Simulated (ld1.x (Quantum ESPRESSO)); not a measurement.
**La, TM semilocal: configuration errors across variants**

* Element: lanthanum (La)
* Generator: ld1.x (Quantum ESPRESSO) 7.5
* Type: norm-conserving Troullier–Martins (semilocal form)
* Functional: PBE
* Relativity: scalar-relativistic
* Frozen core: [Kr] 4d10
* Valence charge: 11
* Reference configuration: 4f0 5s2 5p6 5d1 6s0 6p0 (charge +2)
* Partial waves: 5s (bound): rc 2.65 bohr; 5d (bound): rc 3.90 bohr; 4f (bound, empty): rc 1.10 bohr; 5p (bound): rc 2.20 bohr
* Local potential: the p channel
* Core correction: Bessel-smoothed model core inside 0.70 bohr

All-electron excitation energies from the reference (eV): (1) 4f0 5s2 5p6 5d1 6s2 6p0 -16.854; (2) 4f0 5s2 5p6 5d1 6s1 6p0 -10.889; (3) 4f0 5s2 5p6 5d0 6s0 6p0 18.950; (4) 4f0 5s2 5p6 5d0 6s2 6p0 -10.469; (5) 4f1 5s2 5p6 5d0 6s1 6p0 -10.622.

In the semilocal form every listed channel keeps its own potential, so the choice of the local channel does not act on these tests. It acts once the file is put into the separable form.

A semilocal file is local in each channel, so a ghost entry of none says nothing of the separable form that plane-wave codes build from it.

Tests that are not counted but printed errors over 1 eV. “base”: 4f1 5s2 5p6 5d0 6s2 6p0 (solver errors, printed error -1496 eV); 4f0 5s2 5p6 5d1 6s0 6p2 (solver errors, printed error -10.6 eV). “local potential the f channel”: 4f1 5s2 5p6 5d0 6s2 6p0 (solver errors, printed error -1496 eV); 4f0 5s2 5p6 5d1 6s0 6p2 (solver errors, printed error -10.6 eV). “all radii but the core radius scaled by about 0.92 (s 2.44, p 2.02, d 3.58, f 1.02 bohr)”: 4f1 5s2 5p6 5d0 6s2 6p0 (solver errors, printed error -2193 eV); 4f0 5s2 5p6 5d1 6s0 6p2 (solver errors, printed error -20.4 eV). “wave 4f (bound): rc 1.10 bohr becomes 4f (bound): rc 1.66 bohr”: 4f1 5s2 5p6 5d0 6s2 6p0 (solver errors, printed error -1533 eV); 4f0 5s2 5p6 5d1 6s0 6p2 (solver errors, printed error -10.6 eV). “wave 5p (bound): rc 2.20 bohr becomes 5p (bound): rc 1.36 bohr”: 4f1 5s2 5p6 5d0 6s2 6p0 (solver errors, printed error -1496 eV); 4f0 5s2 5p6 5d1 6s2 6p0 (pseudo-atom not self-consistent, printed error -579 eV); 1 more.

1 further variants failed, have other tests or too few solved ones, and are left out.

Errors AE − PS in meV (a dash: test not solved or not reliable):

```csv
change,(1),(2),(3),(4),(5),bound ghosts
base,+2582,+1769,+19,+3786,+819,none
local potential the f channel,+2582,+1769,+19,+3786,+819,none
"all radii but the core radius scaled by about 0.92 (s 2.44, p 2.02, d 3.58, f 1.02 bohr)",+1484,+1026,+6.4,+2256,+258,none
wave 4f (bound): rc 1.10 bohr becomes 4f (bound): rc 1.66 bohr,+2582,+1769,+19,+3786,+1050,none
wave 5p (bound): rc 2.20 bohr becomes 5p (bound): rc 1.36 bohr,–,+1771,+18,+3794,+862,none
wave 5d (bound): rc 3.90 bohr becomes 5d (bound): rc 2.66 bohr,+2591,+1772,+1.9,+3795,+855,none
```

Task: Give the same row for: core correction Bessel-smoothed model core inside 0.44 bohr.

Result: +2582, +1769, +19, +3786, +820; bound ghosts: none. Not counted: 4f1 5s2 5p6 5d0 6s2 6p0 (solver errors, printed error -1496 eV); 4f0 5s2 5p6 5d1 6s0 6p2 (solver errors, printed error -10.6 eV).
